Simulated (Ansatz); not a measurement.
C4H10AlFO (`CC(C)[O][Al]([CH3])[F]`), 17 atoms. Charge 0, multiplicity 1. All runs use 3 threads of an AMD EPYC 7R13 on a shared host and a share of an NVIDIA H100 80 GB. Correlated methods freeze the cores. Open-shell runs search over several starts.

(1) Give the basis size and wall time and peak host memory of each of these runs in Ansatz. UKS r2SCAN-D4/def2-TZVPP energy of the cation; RHF-CCSD(T)/def2-SVP energy; RHF-MP2/def2-QZVPP energy; RKS PBE0-D4/def2-SVP energy; UKS B3LYP-D4/def2-TZVPP energy of the cation; RKS ωB97M-V/def2-SVP energy; RKS ωB97M-V/def2-QZVPP energy; UKS PBE0-D4/def2-TZVPP energy of the cation; direct RPA on PBE orbitals/def2-TZVPP energy; RKS B2PLYP (frozen core)/def2-TZVPP energy; RKS revPBE-D4/def2-TZVPP energy; RKS PBE0-D4/def2-TZVP relaxation (61 steps). (Estimate.)

Answers

(1) Computed: Other jobs shared the machine, so times are rough.

```tsv
level	job	functions	wall time	peak host memory (GiB)
RKS revPBE-D4/def2-TZVPP	energy	368	20 s	0.89
RKS B2PLYP (frozen core)/def2-TZVPP	energy	368	21 s	1.6
RHF-MP2/def2-QZVPP	energy	712	24 s	1.3
RKS PBE0-D4/def2-SVP	energy	152	24 s	0.82
RKS ωB97M-V/def2-QZVPP	energy	712	29 s	1.4
RHF-CCSD(T)/def2-SVP	energy	152	34 s	0.79
direct RPA on PBE orbitals/def2-TZVPP	energy	368	48 s	1.6
UKS B3LYP-D4/def2-TZVPP	energy of the cation	368	50 s	0.99
UKS PBE0-D4/def2-TZVPP	energy of the cation	368	51 s	0.99
UKS r2SCAN-D4/def2-TZVPP	energy of the cation	368	51 s	1.1
RKS ωB97M-V/def2-SVP	energy	152	58 s	0.91
RKS PBE0-D4/def2-TZVP	relaxation (61 steps)	283	2.1 min	0.93
```

B3LYP here is the variant with VWN-RPA as its local correlation; programs differ in this.
